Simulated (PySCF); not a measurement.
Cartesian coordinates in Å; atom numbers follow the order of the lines, from 1:
```xyz
16

C     2.2043   -0.0041    0.7618
Si    1.3492   -0.5004   -0.8603
Si   -0.8879    0.0870   -0.8427
N    -1.1033    1.7171   -0.3458
C    -1.7772   -0.8088    0.6408
F    -1.0570   -0.7980    1.7850
F    -2.0252   -2.1106    0.3798
F    -2.9714   -0.2615    0.9574
H     1.7505   -0.5112    1.6091
H     2.1198    1.0646    0.9393
H     3.2614   -0.2559    0.7523
H     1.5310   -1.9423   -1.0749
H     2.0100    0.1878   -1.9817
H    -1.7524   -0.3432   -1.9584
H    -0.7003    2.4738   -0.8723
H    -1.9591    2.0145    0.0993
```

PySCF 2.14.0 with density-fitted response routines calculation with geometry from GFN2-xTB and shielding tensors at PBE0/pcSseg-1 (GIAO); non-relativistic Hamiltonian, one averaged value for each set of equivalent atoms, no solvent, one conformer.

δ = σ(ref) − σ, references computed at the same level: ¹³C, ¹H, ²⁹Si vs TMS; ¹⁵N vs NH3; ¹⁹F against CFCl3.

| atoms | nucleus | count | Hirshfeld charge | δ (ppm) |
| --- | --- | --- | --- | --- |
| F6/F7/F8 | ¹⁹F | 3 | -0.11 | -75.9 |
| N4 | ¹⁵N | 1 | -0.32 | 0.2 |
| H12 | ¹H | 1 | -0.07 | 3.94 |
| C5 | ¹³C | 1 | 0.16 | 141.2 |
| C1 | ¹³C | 1 | -0.21 | -10.7 |
| H9/H10/H11 | ¹H | 3 | 0.04 | ? |
| H14 | ¹H | 1 | -0.09 | ? |
| H15/H16 | ¹H | 2 | 0.12 | 0.34 |
| Si2 | ²⁹Si | 1 | 0.26 | ? |
| H13 | ¹H | 1 | -0.08 | 3.90 |
| Si3 | ²⁹Si | 1 | 0.29 | -30.3 |

**Question.** Estimate the values marked ?.

**Answer.** 
- H14: 5.28 ppm, hydrogen on a silicon bonded to C, N, Si
- H9/H10/H11: 0.45 ppm, hydrogen on a methyl carbon bonded to Si; an electropositive neighbour shields it, as in TMS itself
- Si2: -84.4 ppm, silicon bonded to C, Si, 2 H

OH and NH positions are those of a molecule without intermolecular hydrogen bonds; in solution they move with solvent, concentration and temperature, and exchange usually removes their couplings. Shifts are as computed. Against solution values, carbons near 30 ppm lie about +3 ppm off and those near 130 ppm about +5 ppm. Of 1211 compounds with measured shifts, 218 miss one by over three times the rms of a fit or turn the order of signals round; such compounds aren't used in these exercises. Unscaled 19F shifts against computed CFCl3 carry errors that often reach 10 to 50 ppm. Experimental scales use liquid or dissolved standards, which lie at an offset from isolated NH3 (liquid NH3: subtract about 20 ppm).
